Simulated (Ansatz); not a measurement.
`CC[Te][SiH3]` + `C=C(F)S` → `C=C(F)S[SiH3]` + `CC[TeH]`  (ligand exchange at the Si–Te bond)

Gas-phase electronic energies from Ansatz, PBE0-D4/def2-TZVP geometries. CBS: MP2 limit from def2 TZ/QZ plus the TZ coupled-cluster correction, frozen cores. DFT in def2-TZVPP. B3LYP here is the variant with VWN-RPA as its local correlation; programs differ in this. def2 core potentials past Kr. For Te outer-core shells are correlated without core-valence functions, which leaves a few kJ/mol of doubt a bond. One conformer a species, not always the lowest.

`CC[Te][SiH3]`:

Z-matrix (Å, degrees):
```
C
C 1 1.513
H 1 1.092 2 111.6
H 1 1.094 2 110.2 3 -119.6
H 1 1.092 2 111.6 3 120.8
Te 2 2.166 1 110.5 3 -60.4
H 2 1.089 1 111.7 3 -179.2
H 2 1.089 1 111.7 3 58.3
Si 6 2.482 2 94.4 1 179.4
H 9 1.485 6 106.8 2 -179.9
H 9 1.487 6 111.3 2 60.5
H 9 1.487 6 111.2 2 -60.3
```

`C=C(F)S`:

Z-matrix (Å, degrees):
```
C
C 1 1.322
H 1 1.079 2 121.2
H 1 1.082 2 119.5 3 180.0
F 2 1.337 1 120.8 3 180.0
S 2 1.753 1 130.2 3 -0.0
H 6 1.341 2 95.0 1 0.0
```

`C=C(F)S[SiH3]`:

Cartesian coordinates in Å:
```
C 0.429 2.112 0.548
C -0.109 1.051 -0.028
F -0.046 0.897 -1.360
S -1.002 -0.209 0.802
Si -0.253 -1.937 -0.235
H 0.886 2.885 -0.056
H 0.406 2.218 1.622
H -0.789 -3.069 0.559
H 1.230 -1.938 -0.225
H -0.753 -2.009 -1.627
```

`CC[TeH]`:

Cartesian coordinates in Å:
```
C 0.385 1.069 0.301
C -0.006 -0.393 0.264
Te -0.826 -0.886 -1.671
H 1.141 1.304 -0.451
H 0.801 1.325 1.280
H -0.475 1.721 0.128
H -0.771 -0.624 1.004
H 0.853 -1.043 0.423
H -1.102 -2.473 -1.278
```

Q: Is it downhill or uphill in electronic energy at CCSD(T)/CBS, and by how much? (Estimate.)

A: The calculation gave: Nearly level: ΔE = +0.9 kJ/mol.

Q: What do these levels give: PBE-D4, r2SCAN-D4, ωB97X-V, r2SCAN, B3LYP, MP2/def2-TZVPP, SCS-MP2/def2-TZVPP, CCSD/def2-TZVPP, CCSD(T)/def2-TZVPP, MP2/def2-QZVPP, SCS-MP2/def2-QZVPP, HF/CBS(def2)? (An estimate is asked.)

A: The calculation gave: PBE-D4 1.9, r2SCAN-D4 -0.4, ωB97X-V -2.9, r2SCAN -0.4, B3LYP -1.4, MP2/def2-TZVPP 0.5, SCS-MP2/def2-TZVPP -1.6, CCSD/def2-TZVPP -2.5, CCSD(T)/def2-TZVPP -2.5, MP2/def2-QZVPP 2.5, SCS-MP2/def2-QZVPP 0.1, HF/CBS(def2) -2.6 kJ/mol.

Largest T1 diagnostic among the species: 0.013.
